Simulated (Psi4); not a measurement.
H$_{6}$O$_{7}$Si$_{2}$, charge +1, doublet, at a GFN2-xTB geometry (a state made from the parent by changing its charge; the spin is typed, not shown lowest), with bond 10-1 at 1.6 times its length; PBE0/3-21G run with Psi4.

The Psi4 input:
```
memory 2 GB

molecule {
1 2
  O     2.41966445    0.54915492    1.01634452
  Si    1.48191774   -0.57204244    0.34690024
  O     2.03260469   -1.04435286   -1.09021570
  O     1.25150703   -1.81904426    1.33614288
  O     0.02661772    0.12019069    0.08958886
  Si   -1.47780590    0.59064918   -0.33319711
  O    -1.30736670    1.79681927   -1.38411950
  O    -2.20575138   -0.68591695   -0.98988622
  O    -2.22027904    1.06800434    1.01014567
  H     3.24287935    1.59358898    0.25785354
  H     1.95468479   -1.92615436   -1.45393622
  H     1.29122476   -1.77906642    2.29158328
  H    -1.25510346    1.70767692   -2.33541225
  H    -2.78545595   -1.29040763   -0.52660267
  H    -2.17306407    1.94669000    1.38623266
}

set basis 3-21g
set reference uks

energy('pbe0')
print_variables()
```

What the program printed (banner, timings and long lists left out):

```
   => Loading Basis Set <=

    Name: 3-21G
    Role: ORBITAL
    Keyword: BASIS

         ---------------------------------------------------------
                                   SCF
               by Justin Turney, Rob Parrish, Andy Simmonett
                          and Daniel G. A. Smith
                              UKS Reference
         ---------------------------------------------------------

  ==> Geometry <==

    Molecular point group: c1
    Full point group: C1

    Geometry (in Angstrom), charge = 1, multiplicity = 2:

       Center              X                  Y                   Z               Mass
    ------------   -----------------  -----------------  -----------------  -----------------
         O            2.417685210328     0.546093268825     1.017447135505    15.994914619570
         SI           1.479938500328    -0.575104091175     0.348002855505    27.976926534650
         O            2.030625450328    -1.047414511175    -1.089113084495    15.994914619570
         O            1.249527790328    -1.822105911175     1.337245495505    15.994914619570
         O            0.024638480328     0.117129038825     0.090691475505    15.994914619570
         SI          -1.479785139672     0.587587528825    -0.332094494495    27.976926534650
         O           -1.309345939672     1.793757618825    -1.383016884495    15.994914619570
         O           -2.207730619672    -0.688978601175    -0.988783604495    15.994914619570
         O           -2.222258279672     1.064942688825     1.011248285505    15.994914619570
         H            3.240900110328     1.590527328825     0.258956155505     1.007825032230
         H            1.952705550328    -1.929216011175    -1.452833604495     1.007825032230
         H            1.289245520328    -1.782128071175     2.292685895505     1.007825032230
         H           -1.257082699672     1.704615268825    -2.334309634495     1.007825032230
         H           -2.787435189672    -1.293469281175    -0.525500054495     1.007825032230
         H           -2.175043309672     1.943628348825     1.387335275505     1.007825032230

  Running in c1 symmetry.

  Rotational constants: A =      0.06519  B =      0.02312  C =      0.02303 [cm^-1]
  Rotational constants: A =   1954.37086  B =    693.22251  C =    690.35181 [MHz]
  Nuclear repulsion =  726.992901021327157

  Charge       = 1
  Multiplicity = 2
  Electrons    = 89
  Nalpha       = 45
  Nbeta        = 44

  ==> Algorithm <==

  SCF Algorithm Type is DF.
  DIIS enabled.
  MOM disabled.
  Fractional occupation disabled.
  Guess Type is SAD.
  Energy threshold   = 1.00e-06
  Density threshold  = 1.00e-06
  Integral threshold = 1.00e-12

  ==> Primary Basis <==

  Basis Set: 3-21G
    Blend: 3-21G
    Number of shells: 61
    Number of basis functions: 101
    Number of Cartesian functions: 101
    Spherical Harmonics?: false
    Max angular momentum: 1

  ==> DFT Potential <==

   => LibXC <=

    Version 7.1.2
    S. Lehtola, C. Steigemann, M. J. T. Oliveira, and M. A. L. Marques,  SoftwareX 7, 1–5 (2018) (10.1016/j.softx.2017.11.002)

   => Composite Functional: PBE0 <=

    PBE0 Hyb-GGA Exchange-Correlation Functional

    C. Adamo and V. Barone,  J. Chem. Phys. 110, 6158 (1999) (10.1063/1.478522)
    M. Ernzerhof and G. E. Scuseria,  J. Chem. Phys. 110, 5029 (1999) (10.1063/1.478401)

    Deriv               =              1
    GGA                 =           TRUE
    Meta                =          FALSE

    Exchange Hybrid     =           TRUE
    MP2 Hybrid          =          FALSE

   => Exchange Functionals <=

    0.7500   Perdew, Burke & Ernzerhof

   => Exact (HF) Exchange <=

    0.2500               HF

   => Correlation Functionals <=

    1.0000   Perdew, Burke & Ernzerhof

   => LibXC Density Thresholds  <==

    XC_HYB_GGA_XC_PBEH:  1.00E-15

   => Molecular Quadrature <=

    Radial Scheme          =       TREUTLER
    Pruning Scheme         =           NONE
[...]
   @DF-UKS iter   3: -1101.97123894389097   -3.05048e+00   7.37370e-03 ADIIS/DIIS
   @DF-UKS iter   4: -1102.20634598354991   -2.35107e-01   1.80323e-03 ADIIS/DIIS
   @DF-UKS iter   5: -1102.23965903834710   -3.33131e-02   1.74782e-03 ADIIS/DIIS
   @DF-UKS iter   6: -1102.24867000939321   -9.01097e-03   1.23702e-03 ADIIS/DIIS
   @DF-UKS iter   7: -1102.25183577270377   -3.16576e-03   9.17726e-04 ADIIS/DIIS
   @DF-UKS iter   8: -1102.25548823237227   -3.65246e-03   4.19713e-04 ADIIS/DIIS
   @DF-UKS iter   9: -1102.25659688803466   -1.10866e-03   1.49000e-04 ADIIS/DIIS
   @DF-UKS iter  10: -1102.25671284651071   -1.15958e-04   9.84334e-05 DIIS
   @DF-UKS iter  11: -1102.25674517473522   -3.23282e-05   7.13776e-05 DIIS
   @DF-UKS iter  12: -1102.25677277741170   -2.76027e-05   2.89091e-05 DIIS
   @DF-UKS iter  13: -1102.25677799798382   -5.22057e-06   9.62958e-06 DIIS
   @DF-UKS iter  14: -1102.25677878748593   -7.89502e-07   4.08653e-06 DIIS
   @DF-UKS iter  15: -1102.25677895405215   -1.66566e-07   2.97281e-06 DIIS
   @DF-UKS iter  16: -1102.25677904910799   -9.50558e-08   2.12414e-06 DIIS
   @DF-UKS iter  17: -1102.25677913537606   -8.62681e-08   1.58230e-06 DIIS
   @DF-UKS iter  18: -1102.25677920405974   -6.86837e-08   1.07967e-06 DIIS
   @DF-UKS iter  19: -1102.25677927283982   -6.87801e-08   8.30367e-07 DIIS
  Energy and wave function converged.

  ==> Post-Iterations <==

   Electrons on quadrature grid:
      Nalpha   =   45.0000018824 ; deviation = 1.882e-06
      Nbeta    =   44.0000010371 ; deviation = 1.037e-06
      Ntotal   =   89.0000029195 ; deviation = 2.919e-06

   @Spin Contamination Metric:   8.528659427E-03
   @S^2 Expected:                7.500000000E-01
   @S^2 Observed:                7.585286594E-01
   @S   Expected:                5.000000000E-01
   @S   Observed:                5.000000000E-01

    Orbital Energies [Eh]
    ---------------------

    Alpha Occupied:

[...]
    Alpha Virtual:

[...]
    Beta Occupied:

[...]
    Beta Virtual:

[...]
    Final Occupation by Irrep:
              A
    DOCC [    44 ]
    SOCC [     1 ]
    NA   [    45 ]
    NB   [    44 ]

  @DF-UKS Final Energy: -1102.25677927283982

   => Energetics <=

    Nuclear Repulsion Energy =            726.9929010213271567
    One-Electron Energy =               -2957.4276609955581989
    Two-Electron Energy =                1206.2914615874722131
    DFT Exchange-Correlation Energy =     -78.1134808860810210
    Empirical Dispersion Energy =           0.0000000000000000
    VV10 Nonlocal Energy =                  0.0000000000000000
    Total Energy =                      -1102.2567792728398217

  UHF NO Occupations:
  HONO-2 :   43  A 1.9988054
  HONO-1 :   44  A 1.9980761
  HONO-0 :   45  A 1.0000000
  LUNO+0 :   46  A 0.0019239
  LUNO+1 :   47  A 0.0011946
  LUNO+2 :   48  A 0.0006511
  LUNO+3 :   49  A 0.0002319

Computation Completed

Properties will be evaluated at   0.000000,   0.000000,   0.000000 [a0]

Properties computed using the SCF density matrix

 Multipole Moments:

 ------------------------------------------------------------------------------------
     Multipole            Electronic (a.u.)      Nuclear  (a.u.)        Total (a.u.)
 ------------------------------------------------------------------------------------

 L = 1.  Multiply by 2.5417464519 to convert [e a0] to [Debye]
 Dipole X            :          0.7352998            0.2467487            0.9820484
 Dipole Y            :          0.0362445            0.2194245            0.2556690
 Dipole Z            :          0.3920061           -0.3499742            0.0420319
 Magnitude           :                                                    1.0156537

 ------------------------------------------------------------------------------------

  Variable Map:
  ----------------------------------------------------------------------------
[...]
  Array Variable Map:
  ----------------------------------------------------------------------------
[...]
[...]
```
